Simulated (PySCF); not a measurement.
Cl3OSi, SMILES [O][Si](Cl)(Cl)Cl (connectivity only; charge and spin as stated), charge -1, multiplicity 1. The structure is a stationary point at B3LYP-D3(BJ)/def2-SVPD. The multiplicity is an assumed one; other spin states were not compared. The isomer is the one that the SMILES or the coordinates give; other isomers of the formula were not compared.

These are B3LYP-D3(BJ)/def2-SVPD run with PySCF 2.14.0 values and carry that method's errors.

Harmonic wavenumbers (cm⁻¹): 151, 151, 217, 270, 270, 408, 480, 480, 1153. Rotational constants (GHz): 1.734, 1.734, 1.297; symmetry number 3.

Question: Work out the zero-point energy and the ideal-gas rigid-rotor harmonic-oscillator thermochemistry at 298.15 K and 1 atm.

Answer: ZPE = ½ Σ hcν = ½ × 3582 cm⁻¹ = 21.42 kJ/mol. H − E(el) = 40.62 kJ/mol. Entropy in J/(mol K): translation 171.27, rotation 111.37, vibration 53.92, total 336.56. G − E(el) = -59.73 kJ/mol. Cp = 89.13 J/(mol K).
